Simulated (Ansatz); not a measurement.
Z-matrix (Å, degrees):
```
C
Sn 1 2.145
H 1 1.091 2 110.4
H 1 1.091 2 110.4 3 120.2
H 1 1.091 2 110.0 3 -119.9
C 2 2.145 1 109.6 3 -180.0
C 2 2.145 1 109.6 3 59.7
H 2 1.719 1 109.3 3 -60.1
H 6 1.091 2 110.4 1 59.6
H 6 1.091 2 110.4 1 179.8
H 6 1.091 2 110.0 1 -60.3
H 7 1.091 2 110.0 1 60.2
H 7 1.091 2 110.4 1 -59.7
H 7 1.091 2 110.4 1 -179.9
```

The species carries charge 0 and has multiplicity 1. Sn takes the def2 core potential.

Question: List the PBE0/def2-TZVPP orbital energies in eV (Ansatz 0.2.0). (Estimate.)

Answer: The calculation gave: Occupied: -277.76, -277.76, -277.76, -139.17, -93.81, -93.78, -93.78, -27.62, -27.61, -27.61, -27.48, -27.48, -19.46, -18.84, -18.84, -12.88, -11.41, -11.24, -11.24, -11.02, -11.02, -10.92, -8.19, -7.83, -7.83. Lowest empty: 0.79, 0.84, 0.84, 1.58, 2.17, 2.84, 2.86, 2.86.
